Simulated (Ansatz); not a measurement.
Consider the silylene loss: `C[Si](O)([SiH3])Cl` → `C[SiH](O)Cl` + `[SiH2]`.

Gas-phase electronic energies from Ansatz, PBE0-D4/def2-TZVP geometries. CCSD(T)/CBS is the MP2 limit (def2-TZVPP, def2-QZVPP) plus CCSD(T) − MP2 in def2-TZVPP, frozen cores. This one scheme is used for every species. DFT in def2-TZVPP. Each species was taken in one conformer, which may not be the lowest.

`C[Si](O)([SiH3])Cl`:

```xyz
12

C     1.060    0.117    1.379
Si   -0.364    0.388    0.215
O    -1.789   -0.136    0.841
Si   -0.138   -0.653   -1.867
Cl   -0.474    2.437   -0.109
H     1.993    0.469    0.933
H     0.905    0.664    2.313
H     1.164   -0.945    1.611
H    -2.118    0.284    1.638
H    -0.070   -2.131   -1.706
H     1.122   -0.188   -2.506
H    -1.288   -0.306   -2.741
```

`C[SiH](O)Cl`:

```xyz
9

C    -0.317    0.581    0.987
Si   -0.195   -0.445   -0.550
O     1.265   -1.162   -0.735
Cl   -0.574    0.796   -2.157
H    -1.317    1.011    1.080
H    -0.120   -0.034    1.869
H     0.403    1.403    0.970
H    -1.179   -1.545   -0.587
H     2.033   -0.606   -0.877
```

`[SiH2]`:

```xyz
3

Si    0.102    0.614   -0.345
H    -0.354    0.244    1.063
H     0.251   -0.858   -0.717
```

CCSD(T)/CBS gives +230.5 kJ/mol.

Task: Another level gave +203.3 kJ/mol. Which?
A. SCS-MP2/def2-TZVPP
B. B97M-V/def2-TZVPP
C. BLYP/def2-TZVPP
D. r2SCANh/def2-TZVPP

Result: C. BLYP 203.3, SCS-MP2/def2-TZVPP 225.1, r2SCANh 251.1, B97M-V 230.2 kJ/mol.

Largest T1 diagnostic among the species: 0.014.

The D4 term adds +16.1 kJ/mol with B3LYP and +9.0 kJ/mol with PBE0; it sums over pairs of atoms, weighted by their polarisabilities, and B3LYP, whose exchange is more repulsive, gets the larger term. Leaving LDA and LC-ωPBE aside and taking each functional with its dispersion term where it has one, the values, not all of them listed here, spread over 31.4 kJ/mol, from ωB97M-V to r2SCAN-D4. LDA lies +32.4 kJ/mol from PBE without D4.

B3LYP here is the variant with VWN-RPA as its local correlation; programs differ in this.
